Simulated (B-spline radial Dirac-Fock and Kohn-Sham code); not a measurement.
## Dipole and non-dipole photoemission parameters of Ti 1s

System: atomic titanium in the configuration [Ar] 3d2 4s2; threshold 4966.0 eV (tabulated edge). Method: Dirac-Hartree-Slater photoionisation with a Latter tail; cross sections with all multipoles, angular parameters from the dipole term and its interference with E2. Computed with a radial atomic solver.

| hν (eV) | σ (kb) | β | γ |
| --- | --- | --- | --- |
| 5230 | 43.6 | 2.000 | -0.074 |
| 8047.8 | 14.2 | 2.000 | 1.022 |
| 10800 | 6.39 | 2.000 | 1.556 |
| 12000 | 4.77 | 1.999 | 1.744 |
| 12700 | 4.07 | 1.999 | 1.847 |
| 12800 | 3.98 | 1.999 | 1.861 |
| 12900 | ? | ? | ? |
| 15000 | 2.54 | 1.999 | 2.153 |

Q: Give the values at 12900 eV.

A: σ = 3.89 kb, β = 1.999, γ = 1.875. For an s subshell δ is negligible.
